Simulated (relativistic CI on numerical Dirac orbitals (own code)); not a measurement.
## The 5d ions of charge 4+

Computed by Dirac-Coulomb-Breit CI, KLI orbitals optimised for each configuration, a model potential for QED, unscaled Slater integrals (own radial code, finite nucleus).

Each species is treated in one configuration, given outside its closed core, with all valence electrons in the open shell. Radial values are for the open shell of highest l, unscaled and averaged over j; ζ includes the Breit term. Labels give the leading LS character, summed over repeated terms.

```
 Ion  Configuration  Its lowest level  LS weight (%)  F² (cm⁻¹)  F⁴ (cm⁻¹)    g_J  g√(J(J+1))  ζ (cm⁻¹)
Ta⁴⁺             5d            2D_3/2            100                        0.799        1.55      2353
 W⁴⁺            5d2              3F_2             93      63020      42010  0.689        1.69      2813
Re⁴⁺            5d3            4F_3/2             91      65550      43740  0.440        0.85      3313
Os⁴⁺            5d4              5D_0             77      68100      45480               0.00      3854
Ir⁴⁺            5d5            6S_5/2             90      70630      47200  1.959        5.79      4437
Pt⁴⁺            5d6              5D_4             85      73140      48910  1.457        6.52      5064
Au⁴⁺            5d7            4F_9/2             85      75620      50610  1.298        6.46      5737
Hg⁴⁺            5d8              3F_4             96      78080      52280  1.240        5.54      6456
```
